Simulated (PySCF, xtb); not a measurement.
germylmethylgermane (CH₈Ge₂), SMILES [GeH3][CH2][GeH3].

Harmonic wavenumbers (cm⁻¹) from xtb with GFN2-xTB at its own minimum, in rising order: 99, 107, 112, 432, 444, 468, 472, 625, 662, 714, 764, 807, 851, 858, 867, 868, 996, 1090, 1418, 1974, 1976, 2052, 2067, 2070, 2087, 2950, 2959.

What does PBE-D3(BJ)/def2-SVP run with PySCF 2.14.0 give at its own minimum? (An estimate is asked for; the answer gives what the named calculation found.)

74, 112, 115, 433, 438, 490, 501, 657, 661, 739, 798, 824, 854, 854, 861, 865, 987, 1025, 1335, 2068, 2073, 2080, 2083, 2084, 2089, 3004, 3074. Paired by order, the mean absolute difference is 29 cm⁻¹ and the zero-point energies are 44.0 and 44.6 kcal/mol.
